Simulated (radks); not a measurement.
Task: These are the eigenvalues of the occupied orbitals of an atom or ion with whole-number occupations (hartree). Method: scalar-relativistic Kohn-Sham, OLYP, spin-polarised, spherical densities, point nucleus; computed with a radial shooting solver on a logarithmic mesh with Libxc functionals.

orbital  eigenvalue
1s        -377.1443
2s        -47.66392
2p        -41.66269
3s         -6.69384
3p         -4.88196
3d         -1.93747

Which element is it, and in what charge state? The configuration may be excited. Open shells, if any, are filled with parallel spins first.

Result: Z = 31, gallium, charge +3: Ga3+ in [Ar] 3d10. The list shows which subshells hold electrons but not how many an open one holds; the 1s level, -377.14 hartree, gives Z - s = 27.5 by -(Z - s)^2/2, which with screening and relativity narrows Z to a few neighbours, and the depths of the outer levels then fix element, charge and occupations together.
